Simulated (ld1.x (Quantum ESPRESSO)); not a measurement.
# What one change does to a pseudopotential (scandium, TM)

* Element: scandium (Sc)
* Generator: ld1.x (Quantum ESPRESSO) 7.5
* Type: norm-conserving Troullier–Martins (Kleinman–Bylander form)
* Functional: BP86
* Relativity: scalar-relativistic
* Frozen core: [Ne]
* Valence charge: 11
* Reference configuration: 3s2 3p6 3d1 4s2 4p0
* Partial waves: 3s (bound): rc 1.05 bohr; 3p (bound): rc 1.90 bohr; 3d (bound): rc 1.45 bohr
* Local potential: all-electron potential smoothed inside 1.20 bohr (lloc = -1)
* Core correction: none

Occupied shells without a wave of their own: 4s. They enter only through the test configuration that unscreens the potential.

Change: wave 3p (bound): rc 1.90 bohr becomes 3p (bound): rc 2.78 bohr.

Cutoffs: the cutoffs (Ry, on a coarse ladder) from which the occupation-weighted sum of valence levels, in a spherical-Bessel basis at the reference potential, stays within 10 and 1 mRy of its value at 400 Ry; they do not see the model core or the augmentation charge, which bear on the density cutoff. Errors are all-electron minus pseudo energies relative to the spin-unpolarised reference configuration.

How do hardness, ghosts and transferability respond?

The potential gets neither clearly harder nor softer (110 Ry and 180 Ry → 110 Ry and 180 Ry); the s channel sets the loose cutoff, while the largest relative change is in p, which becomes softer; of the 7 tests that both files solve, the error grows in 3 and shrinks in 1 by more than 15 % and 0.3 meV (median size 65.0 → 65.0 meV); neither file shows a bound ghost.

```tsv
quantity	base	changed
cutoff, loose	110 Ry	110 Ry
cutoff, tight	180 Ry	180 Ry
loose cutoff by channel (10 mRy a level)	s 90 Ry, p 30 Ry, d 70 Ry	s 90 Ry, p 21 Ry, d 70 Ry
bound ghosts	none	none
error for 3s2 3p6 3d1 4s1 4p0, meV [ΔE 7.06 eV]	-65	-65
error for 3s2 3p6 3d1 4s0 4p0, meV [ΔE 19.88 eV]	-174	-173
error for 3s2 3p6 3d0 4s0 4p0, meV [ΔE 44.76 eV]	-262	-320
error for 3s2 3p6 3d1 4s1.5 4p0, meV [ΔE 2.83 eV]	-28	-28
error for 3s2 3p6 3d0 4s2 4p0, meV [ΔE 8.51 eV]	+30	-2.1
error for 3s1 3p6 3d1 4s2 4p0, meV [ΔE 62.04 eV]	+23	-59
error for 3s2 3p6 3d1 4s0 4p1, meV [ΔE 10.51 eV]	-125	-301
```

Base: The 4s level has no wave, so the channel is fitted at the deeper level alone: the likely source of the large errors. Changed file: The 4s level has no wave, so the channel is fitted at the deeper level alone: the likely source of the large errors.
